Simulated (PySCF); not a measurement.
C3H10SeSiTe (SMILES C[Si](C)(C)[Te][SeH]), singlet, at a GFN2-xTB geometry (core potentials on Te).

The PySCF input:
```python
from pyscf import gto, scf, dft

mol = gto.M(
    atom='''
Te    0.71504473    0.15333669    0.86326723
Se   -0.40075769    2.04684016   -0.33946640
H     0.64335450    2.34029872   -1.29264029
Si   -0.41410767   -1.65309582   -0.55658850
C    -2.29594200   -1.60158671   -0.25486492
C     0.33766564   -3.29989518    0.02138170
C    -0.03328339   -1.32193794   -2.39615265
H    -2.82031241   -2.31041168   -0.88873868
H    -2.53800447   -1.83424805    0.77852374
H    -2.68917133   -0.61142401   -0.46959598
H     0.15690361   -3.46641305    1.07830646
H     1.41052930   -3.32513903   -0.13884376
H    -0.09950594   -4.12867536   -0.52463691
H     1.03397796   -1.36303230   -2.59608163
H    -0.38594650   -0.33533735   -2.68506163
H    -0.52152325   -2.04783134   -3.03921563
''',
    basis='def2-sv(p)',
    ecp={'Te': 'def2-sv(p)'},
    verbose=4,
    max_memory=1800,
)

mf = dft.RKS(mol)
mf.xc = 'pbe0'
mf = mf.density_fit(auxbasis='def2-universal-jkfit')
mf.kernel()
```

**Question.** What does this run give for the total energy, Mulliken (on the basis functions themselves) charges in atom order, HOMO-LUMO gap, number of basis functions, dipole moment, nuclear repulsion energy?

**Answer.** 
| Item | Value |
|---|---|
| total energy | -3078.435866 Ha |
| Mulliken (on the basis functions themselves) charges in atom order | Te1 -0.07, Se2 -0.26, H3 0.15, Si4 0.49, C5 -0.58, C6 -0.60, C7 -0.59, H8 0.16, H9 0.16, H10 0.17, H11 0.16, H12 0.16, H13 0.16, H14 0.16, H15 0.16, H16 0.16 |
| HOMO-LUMO gap | 4.66 eV |
| number of basis functions | 138 |
| dipole moment | 2.22 D |
| nuclear repulsion energy | 694.6806 Eh |

**Question.** Roughly what does it cost on one core?

**Answer.** very roughly 10 core-seconds.
